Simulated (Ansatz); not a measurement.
Ansatz (a quantum-chemistry and plane-wave program) input (CCSD(T)/def2-SVP):

Ansatz 0.2 input:
```yaml
crystal:
  periodic: [false, false, false]
  atoms:
    - {symbol: Ge, position_ang: [-1.14077698, 0.11012720, 0.03387578]}
    - {symbol: Br, position_ang: [1.17925290, -0.11384155, -0.03501834]}
    - {symbol: H, position_ang: [-1.45320508, 1.60629332, -0.08057344]}
    - {symbol: H, position_ang: [-1.70569348, -0.67956296, -1.15207607]}
    - {symbol: H, position_ang: [-1.61008955, -0.46634648, 1.37426632]}
basis:
  gaussian:
    orbitals: def2-SVP
magnetization: {spin_polarized: false}
correlation: {method: ccsd_t, electrons: outside_noble_gas}
```

Output:

```
Functional definition: HF
integrals: 0.06 GiB planned
772 factors; integrals over basis functions are off by at most 1.4e-3 eV
0.65 GiB of device memory are held for the factors and their scratch space
mean field: 0.37 GiB planned
mean field evaluation 1: about -126504.6438 eV, gradient 1.4e1 eV
mean field evaluation 2: about -126504.6459 eV, gradient 1.4e1 eV
mean field evaluation 4: about -126505.3492 eV, gradient 1.7e0 eV
mean field evaluation 8: about -126505.3584 eV, gradient 2.8e-2 eV
mean field evaluation 16: about -126505.3555 eV, gradient 3.7e-1 eV
mean field -126505.35844174 eV, -4648.9861743222 hartree, gradient 6.3e-7 eV, S^2 0.000000; 0 other end points of the search recorded, 0 dependent functions left out
28 core orbitals not correlated
reference -126505.35844174 eV, -4648.9861743222 hartree; 7, 7 occupied and 44, 44 virtual orbitals, 772 factors
second order -6.01562518 eV of doubles, -0.00000000 eV of singles
coupled cluster: 0.29 GiB planned
cycle   1  -6.67598796 eV  change   -6.6e-1 eV  update   5.9e-2
cycle   2  -6.89392783 eV  change   -2.2e-1 eV  update   1.9e-2
cycle   3  -6.91037672 eV  change   -1.6e-2 eV  update   5.3e-3
cycle   4  -6.90846608 eV  change    1.9e-3 eV  update   1.5e-3
cycle   5  -6.90813783 eV  change    3.3e-4 eV  update   3.7e-4
cycle   6  -6.90810240 eV  change    3.5e-5 eV  update   1.1e-4
cycle   7  -6.90810606 eV  change   -3.7e-6 eV  update   2.9e-5
cycle   8  -6.90811273 eV  change   -6.7e-6 eV  update   7.9e-6
perturbative correction -0.15156953 eV, -0.0055700776 hartree
Total energy: -126512.41812401 eV, -4649.2456128603 hartree
```
